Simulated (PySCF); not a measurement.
Radial density of Lu²⁺ (lutetium, charge +2)

TPSS, [Xe] 4f14 6p1, 2P determinant (an excited configuration). Calculation: PySCF 2.14, in cc-pVDZ-X2C (8s7p5d3f1g, 84 functions); scalar relativity by spin-free X2C-1e.

```tsv
r (bohr)	4πr²ρ (e/bohr)	4πr²(ρα − ρβ)
0.0180	91.35	0.0021
0.0302	88.21	0.0053
0.0508	125.0	0.0053
0.0855	108.3	-0.0002
0.144	111.7	0.0114
0.242	77.75	-0.0031
0.407	66.14	0.0208
0.684	38.03	0.0085
1.15	13.59	0.0755
1.94	2.763	0.0293
3.26	0.4485	0.3759
5.48	0.09385	0.0936
9.21	0.001664	0.0017
```

Densities and radii are taken from the X2C orbitals without a picture-change correction, which distorts them close to the nucleus.

Spin-orbit coupling, absent here, splits the open shell strongly.

Q: Where is the radial spin density 4πr²(ρα − ρβ) most negative, and why is it negative at all?

A: Around r = 0.242 bohr, down to -0.0031 e/bohr: exchange with the open shell polarises the paired shells in an unrestricted calculation.
